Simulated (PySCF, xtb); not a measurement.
HfH4, SMILES [HfH4], multiplicity 1.

GFN2-xTB (xtb) at its own geometry gives an orbital gap of 5.88 eV and a dipole moment of 0.00 D.

The structure is a stationary point at B3LYP-D3(BJ)/def2-TZVPD. The spin state was assumed, not searched. The def2 effective core potentials stand for the cores of Hf; spin–orbit coupling is left out.

Problem. What does PySCF with B3LYP/def2-TZVPD give? (The exact figures need the calculation; the answer reports its results.)

Solution. gap 5.92 eV (levels -8.26 and -2.34 eV), dipole 0.00 D.
